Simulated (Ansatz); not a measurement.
Calculated with Ansatz (gas phase, PBE0-D4/def2-TZVP geometries, no zero-point term in ΔE). CCSD(T)/CBS adds triple-zeta CCSD(T) − MP2 to the extrapolated MP2 energy (def2 sets, frozen cores). One conformer a species, not always the lowest.

Consider the ligand exchange at the Si–C bond: `CC(O)([SiH3])Cl` + `C=C(S)Cl` → `C=C(Cl)S[SiH3]` + `CC(O)Cl`.

| species | CCSD(T)/CBS(def2) energy (Eh) |
| --- | --- |
| `CC(O)([SiH3])Cl` | -904.34029 |
| `C=C(S)Cl` | -935.43076 |
| `C=C(Cl)S[SiH3]` | -1225.73188 |
| `CC(O)Cl` | -614.06791 |

Task: Work out ΔE.

Result: ΔE = (-1225.73188) + (-614.06791) − (-904.34029) − (-935.43076) = -0.02874 Eh = -75.5 kJ/mol.

Largest T1 diagnostic among the species: 0.012.

In def2-TZVPP, CCSD(T) changes the Hartree–Fock value by +10.4 kJ/mol (the triples alone add +1.0 kJ/mol) and MP2 by +6.6 kJ/mol. From PBE to PBE0 (25 % exact exchange), in def2-TZVPP and without D4, ΔE moves by −4.0 kJ/mol.
